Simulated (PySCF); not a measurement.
Compound: C4H7FNSi (doublet state).
Structure used (GFN2-xTB), in Å, numbered top down from 1:
```
atom  x, y, z in Å
C1    -2.6353    0.5221    0.5185
Si2   -1.0265   -0.2923    1.0985
F3    -1.1105   -1.8425    0.5701
C4     0.5582    0.3597    0.2506
C5     1.7524   -0.5795    0.4531
C6     2.8835   -0.1077   -0.3031
N7     3.7568    0.2966   -0.9207
H8    -2.7766    0.3472   -0.5469
H9    -2.6229    1.5936    0.6876
H10   -3.4947    0.1109    1.0382
H11    0.8166    1.3554    0.6116
H12    0.3636    0.4538   -0.8225
H13    1.5051   -1.5889    0.1134
H14    2.0297   -0.6290    1.5095
```

The hyperfine couplings belong to this conformer and change with its torsions.

The species is `C[Si](F)CCC#N` [radical].

Method used: UKS B3LYP, pcH-1 on C F H N Si, non-relativistic, mean-field spin-orbit, GIAO in PySCF 2.14.0. Geometry: GFN2-xTB, one conformer, isolated molecule. A GFN2-xTB geometry isn't a minimum of the functional, and hyperfine couplings can be far from their values at a DFT geometry, by a factor of two or more for some ions and for spin on atoms past the first row. No stability test was run, so a lower SCF solution isn't excluded.

Problem. Give the principal g shifts and their parts.

Solution. 
| Δg (ppm) | 1 | 2 | 3 |
| --- | --- | --- | --- |
| relativistic mass correction | -169 | -169 | -169 |
| gauge correction | 63 | 19 | 105 |
| orbital Zeeman/spin–orbit | -941 | -55 | 1785 |
| total | -1047 | -204 | 1722 |

So g = 2.00127, 2.00211, 2.00404 and g_iso = 2.00248; the tensor is rhombic: the two nearest values differ by 30 % of g3 − g1. 

Problem. How much does each term add to the isotropic shift?

Solution. The orbital-Zeeman/spin–orbit term 263, the mass correction -169 and the gauge correction 63 ppm, for a total of 157 ppm. The orbital-Zeeman/spin–orbit term is the largest in size. The mass correction is the same along every axis, so the anisotropy comes from the other two: their spans along these axes are 86 (gauge) and 2726 ppm (orbital Zeeman/spin–orbit).

Problem. What effective moment and Curie constant follow for a powder?

Solution. With the mean of g² = 4.0099 and S(S+1) = 0.75: μ_eff = √(⟨g²⟩S(S+1)) = 1.734 μB and χT = 0.12505·⟨g²⟩·S(S+1) = 0.376 cm³ K/mol (cgs; spin-Hamiltonian part alone).

Problem. At 9.798 GHz, how far is the centre of the isotropic spectrum from where a free electron (g = 2.002319) resonates?

Solution. B = hν/(g μB) with μB/h = 13.99624 MHz/mT gives 349.62 mT for the free electron and 349.59 mT at g_iso, 0.03 mT lower.

Problem. In a frozen sample, at which fields do the three g values resonate at 9.5, 34, 94 and 263 GHz (hyperfine left aside), and which band first spreads them over more than twice a line width of 1.0 mT?

Solution. 
```
band    GHz  B(g3) mT  B(g2) mT  B(g1) mT  spread mT
   X    9.5    338.69    339.02    339.16       0.47
   Q   34.0   1212.16   1213.33   1213.84       1.68
   W   94.0   3351.27   3354.50   3355.91       4.64
   J  263.0   9376.43   9385.45   9389.40      12.97
```

The spread grows in proportion to the frequency. W band is the first where it exceeds 2.0 mT.

The largest Mulliken spin population is on Si2 (+0.84). The angles at Si2 add up to 323.1°, so it is pyramidal.

The HOMO–LUMO gaps are 6.31 eV among the α and 5.71 eV among the β orbitals.
